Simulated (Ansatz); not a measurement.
H$_{2}$Br$_{3}$NSi, singlet, at a GFN2-xTB geometry, atoms displaced at random by about 0.03 Å a coordinate; HF/STO-3G, gradient run with Ansatz (a program for electronic structure).

The Ansatz input:
Ansatz 0.2 input:
```yaml
crystal:
  periodic: [false, false, false]
  atoms:
    - {symbol: N, position_ang: [2.09741167, -0.67286748, -0.26741931]}
    - {symbol: Si, position_ang: [0.41984955, -0.12893997, -0.01905851]}
    - {symbol: Br, position_ang: [-0.83055083, -1.32853202, -1.38867256]}
    - {symbol: Br, position_ang: [0.34695889, 2.00571755, -0.56338937]}
    - {symbol: Br, position_ang: [-0.33364992, -0.35574968, 2.00849434]}
    - {symbol: H, position_ang: [2.31270999, -1.56027281, -0.34402163]}
    - {symbol: H, position_ang: [2.84717944, -0.03451908, 0.03885655]}
basis:
  gaussian:
    orbitals: STO-3G
hamiltonian:
  xc: hf
output: {forces: true}
```

The log (banner, timings and long lists left out):

```
Functional definition: HF
731 factors; integrals over basis functions are off by at most 4.5e-5 eV
mean field evaluation 1: about -216997.8513 eV, gradient 2.8e1 eV
mean field evaluation 2: about -216997.9029 eV, gradient 2.8e1 eV
mean field evaluation 4: about -217001.4791 eV, gradient 9.6e-1 eV
mean field evaluation 8: about -217001.4868 eV, gradient 2.2e-5 eV
mean field -217001.48681314 eV, -7974.6575514923 hartree, gradient 2.5e-5 eV, S^2 0.000000; 0 other end points of the search recorded, 0 dependent functions left out
the calculation of the forces begins
reference -217001.48681314 eV, -7974.6575514923 hartree; 64, 64 occupied and 6, 6 virtual orbitals, 731 factors
Total energy: -217001.48681314 eV, -7974.6575514923 hartree
Atom 0 at     2.097412    -0.672867    -0.267419 Å, force    -3.902299     9.360780     1.296895 eV/Å
Atom 1 at     0.419850    -0.128940    -0.019059 Å, force     2.429358    -0.812029    -1.386715 eV/Å
Atom 2 at    -0.830551    -1.328532    -1.388673 Å, force     0.013592    -0.009917     0.028853 eV/Å
Atom 3 at     0.346959     2.005718    -0.563389 Å, force     0.067541     0.053807    -0.011518 eV/Å
Atom 4 at    -0.333650    -0.355750     2.008494 Å, force    -0.135076    -0.161156     0.821036 eV/Å
Atom 5 at     2.312710    -1.560273    -0.344022 Å, force     2.042115    -7.376052    -0.452248 eV/Å
Atom 6 at     2.847179    -0.034519     0.038857 Å, force    -0.515230    -1.055432    -0.296303 eV/Å
Dipole moment:     0.427230    -0.160069     0.126223 e Å
```
